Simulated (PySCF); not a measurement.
## Orbital picture of AlBi⁺

PBE0 at R = 2.890 Å; PySCF, scalar-relativistic core potentials, basis sets Al def2-SVPD, Bi def2-SVPD with ECP60. State: ⁴Σ⁻ (quartet), unpaired electrons σ ↑, π ↑↑. Only the outer orbitals are listed, counted within each symmetry, core potentials removing the inner ones.

| spin | orbital | occ. | ε (eV) | on Al (%) | main shells (%) |
| --- | --- | --- | --- | --- | --- |
| α | 7σ | 1 | -22.32 | 2 | 97 Bi s |
| α | 8σ | 1 | -15.24 | 74 | 74 Al s, 20 Bi p |
| α | 9σ | 1 | -11.62 | 48 | 51 Bi p, 31 Al p, 17 Al s |
| α | 4π | 1 | -11.49 | 8 | 91 Bi p |
| α | 4π | 1 | -11.49 | 8 | 91 Bi p |
| α | 5π | 0 | -7.20 | 90 | 91 Al p |
| α | 5π | 0 | -7.20 | 90 | 91 Al p |
| α | 10σ | 0 | -5.44 | 68 | 61 Al p, 24 Bi p |
| β | 7σ | 1 | -20.18 | 7 | 93 Bi s |
| β | 8σ | 1 | -14.24 | 85 | 84 Al s, 10 Bi p |
| β | 9σ | 0 | -8.64 | 49 | 50 Bi p, 36 Al p, 12 Al s |
| β | 4π | 0 | -8.20 | 36 | 64 Bi p, 33 Al p |
| β | 4π | 0 | -8.20 | 36 | 64 Bi p, 33 Al p |

Q: Which are the highest filled and the lowest empty level, where do they sit, and how wide is the gap?

A: Highest filled α 4π at -11.49 eV (in %: 91 Bi p); lowest empty β 9σ at -8.64 eV (in %: 50 Bi p, 36 Al p, 12 Al s); the gap at PBE0 is 2.85 eV.

- bond order (Mayer): 0.93
- ⟨S²⟩: 3.761
- charge on Al (Mulliken, basis-dependent): 0.67
- charge on Al (Löwdin, basis-dependent): 0.52
- dipole moment (positive dipole points towards Bi; it is taken about the centre of mass and depends on that origin): -6.41 D
- polarisability along the bond: 118.7 bohr³
- polarisability across the bond: 59.7 bohr³

Spin–orbit coupling is left out, which matters for elements this heavy, above all for dissociation energies. The state was picked by a PBE0 search and need not be the measured ground state.
